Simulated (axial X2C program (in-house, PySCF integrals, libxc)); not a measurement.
# TiSb: properties at the nuclei

Computed with an axial X2C code built on PySCF integrals: two-component X2C with atomic mean-field Coulomb and Gaunt terms, Gaussian nuclei, basis Sb dyall-cv3z, Ti dyall-cv3z with contracted cores.

R = 2.607 Å (near the PBE0 minimum at charge 0 of the determinant lowest at the starting distance; the state shown can have its own minimum elsewhere).

Determinant lowest in the PBE0 search, Ω = 3/2 (⟨Sz⟩ = -0.52, ⟨Lz⟩ = 2.02 at PBE0), spin on the atoms Sb 0.85, Ti -1.37:

```tsv
level	Eeff magnitude (GV/cm)	Ws magnitude Sb (kHz)	Ws magnitude Ti (kHz)	A∥/gI Sb (MHz)	qzz Sb (a.u.)	A∥/gI Ti (MHz)	qzz Ti (a.u.)	μ (D)
PBE0	0.393	0.128	0.0154	-355	-1.82	64.8	0.00	5.42
HF	1.99	0.684	0.0517	-377	-5.24	173	-0.28	6.80
B3LYP	0.847	0.312	0.012	-257	-1.15	111	0.06	5.19
TPSSh	0.587	0.207	0.0211	-307	-1.38	102	0.01	5.40
PBE	0.779	0.277	0.0205	-254	-0.70	99.8	-0.03	4.99
```

Eeff is the effective electric field on the electron electric dipole moment in this Ω state and Ws the scalar–pseudoscalar constant of the nucleus named (defined with the proton number Z and per Ω); A∥ (defined per Ω) follows by multiplying with gI = μI/(I μN); qzz is the electric field gradient, eQq0 = 234.96 MHz × Q/barn × qzz; μ is positive if the Ti end (last atom) is positive. The operators were transformed with the bare-nucleus X2C matrices; with these basis sets, hyperfine constants and field gradients can be off by tens of per cent, and where levels differ in sign neither size nor sign is settled.

With gI(121Sb) = 1.3454 (g factors from the IAEA table of nuclear moments by Stone), turn the PBE0 values of the first state into constants in MHz.

A∥(121Sb) = -355 × 1.3454 = -478 MHz.

Each state is one determinant with collinear spin. Unrestricted Hartree–Fock can overshoot spin polarisation at the nuclei. In the state Ω = 3/2 the sign of Eeff differs between levels (HF against PBE0). Where Eeff spreads by more than a factor of two the levels disagree and none is to be relied on. In the state Ω = 3/2 the atomic spins oppose each other (0.85, -1.37): a broken-symmetry determinant whose values are not spin-projected. At B3LYP, HF a later determinant lies lower. States lie within half an eV, so the first need not be the ground state. The sign of Ws at Sb differs between levels in the first state. The sign of Ws at Ti differs between levels in the first state. Further determinants of the search, some of them spin-mixed, are not shown. Where a field gradient or hyperfine factor spreads by more than a factor of two over the levels, a constant derived from it is not to be relied on.
